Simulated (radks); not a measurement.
Values are calculated unless marked as measured or tabulated.
Initial-state core-level shifts of neutral lutetium when its valence configuration changes from [Xe] 4f14 5d1 6s2. Code: a radial shooting solver on a logarithmic mesh with Libxc functionals. Model: scalar-relativistic Kohn-Sham, SCAN, spin-unpolarised, spherical densities, finite nucleus; meta-GGA in the generalised Kohn-Sham scheme; Fermi nuclear charge, rms radius 5.37 fm. Shifts are changes of the shell-averaged eigenvalues in eV (positive: less bound); the change of the density at the nucleus, which sets a Mossbauer isomer shift, is in e/bohr^3, on a base of 1.176e+06.

valence                1s       3p       3d      5s  density at nucleus
4f14 5d1 6p2       -2.987   -2.946   -2.945  -3.164               -98.3
4f14 5d1 6s1 6p1   -1.556   -1.538   -1.537  -1.626               -48.9
4f13 5d2 6s2       -7.649   -9.153   -9.069  -4.192               +65.1
4f14 5d3           +1.212   +1.293   +1.305  +1.325               -98.4
4f14 6s2 6p1       -3.146   -3.169   -3.179  -3.275               +13.0
4f13.5 5d1.5 6s2   -3.752   -4.466   -4.426  -2.127               +32.2
4f13 5d1 6s2 6p1  -11.141  -12.686  -12.612  -7.735               +80.9
4f13 5d3 6s1       -6.301   -7.754   -7.661  -2.857                +1.6
4f14 5d2 6s1       +0.822   +0.862   +0.869  +0.895               -52.3
